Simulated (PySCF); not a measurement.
H2Te, SMILES [TeH2+], charge +1, multiplicity 2. Geometry optimised at PBE0-D3(BJ)/def2-TZVPD. The def2 effective core potentials stand for the cores of Te; spin–orbit coupling is left out.

Method: PBE0-D3(BJ)/def2-TZVPD in PySCF 2.14.0.

Harmonic wavenumbers (cm⁻¹): 885, 2136, 2142. Rotational constants (GHz): 184.8, 179.1, 90.96; symmetry number 2.

Question: Work out the zero-point energy and the ideal-gas rigid-rotor harmonic-oscillator thermochemistry at 298.15 K and 1 atm.

Answer: ZPE = ½ Σ hcν = ½ × 5163 cm⁻¹ = 30.88 kJ/mol. H − E(el) = 40.95 kJ/mol. Entropy in J/(mol K): translation 169.42, rotation 58.38, vibration 0.63, spin 5.76, total 234.19. G − E(el) = -28.87 kJ/mol. Cp = 35.49 J/(mol K).
